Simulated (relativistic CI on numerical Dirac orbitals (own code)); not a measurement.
**d5 in a ligand field**

Computed with a parametric ligand-field model of a d^n configuration (Racah B and C, spin-orbit zeta, crystal field), exact diagonalisation.

Field parameters in Wybourne normalisation: Oh B⁴₀ = 21Dq, B⁴₄ = √(5/14) B⁴₀; Td as Oh with Dq negative (B⁴₀ = 21Dq, B⁴₄ = √(5/14) B⁴₀). The field is a parameter set, without covalency.

Question: Lowest levels for B = 1010, C = 4770, ζ = 740 cm⁻¹, Oh, 10Dq = 32500 cm⁻¹?

Answer: Γ7 0 (S 0.52), Γ8 1334 (S 0.51), Γ8 6062 (S 2.47), Γ7 6067 (S 2.47), Γ8 11816 (S 1.52), Γ8 11887 (S 1.51), Γ7 11941 (S 1.53), Γ6 12002 (S 1.50), Γ6 18954 (S 1.50) cm⁻¹, with S from ⟨S²⟩ = S(S + 1). The ground level has 0.07 electrons in the cubic e pair.

Question: Lowest levels for B = 330, C = 1270, ζ = 490 cm⁻¹, Oh, 10Dq = 38350 cm⁻¹?

Answer: Γ7 0 (S 0.50), Γ8 805 (S 0.50), Γ8 32261 (S 1.50), Γ7 32318 (S 1.50), Γ8 32486 (S 1.50), Γ6 32613 (S 1.50), Γ6 34920 (S 1.49), Γ8 34944 (S 1.50), Γ8 35098 (S 1.49) cm⁻¹, with S from ⟨S²⟩ = S(S + 1). The ground level has 0.01 electrons in the cubic e pair.

Question: Lowest levels for B = 630, C = 3270, ζ = 310 cm⁻¹, Td, 10Dq = -6550 cm⁻¹?

Answer: Γ7+Γ8 0 (S 2.50), Γ6 18291 (S 1.50), Γ8 18315 (S 1.50), Γ7 18363 (S 1.50), Γ8 18375 (S 1.50), Γ6 21016 (S 1.50), Γ8 21021 (S 1.50), Γ8 21084 (S 1.50), Γ7 21137 (S 1.50) cm⁻¹, with S from ⟨S²⟩ = S(S + 1). The ground level has 2.00 electrons in the cubic e pair.

Question: Lowest levels for B = 520, C = 2090, ζ = 3050 cm⁻¹, Oh, 10Dq = 38700 cm⁻¹?

Answer: Γ7 0 (S 0.54), Γ8 5470 (S 0.53), Γ8 30057 (S 1.48), Γ7 31706 (S 1.51), Γ8 32509 (S 1.48), Γ6 33433 (S 1.48), Γ6 36048 (S 1.46), Γ8 36392 (S 1.41), Γ7 36643 (S 1.29) cm⁻¹, with S from ⟨S²⟩ = S(S + 1). The ground level has 0.06 electrons in the cubic e pair.

Question: Lowest levels for B = 870, C = 3740, ζ = 70 cm⁻¹, Oh, 10Dq = 28750 cm⁻¹?

Answer: Γ7 0 (S 0.50), Γ8 122 (S 0.50), Γ7+Γ8 9574 (S 2.50), Γ8 11427 (S 1.50), Γ7 11428 (S 1.50), Γ8 11443 (S 1.50), Γ6 11456 (S 1.50), Γ6 17768 (S 1.50), Γ8 17768 (S 1.50) cm⁻¹, with S from ⟨S²⟩ = S(S + 1). The ground level has 0.05 electrons in the cubic e pair.
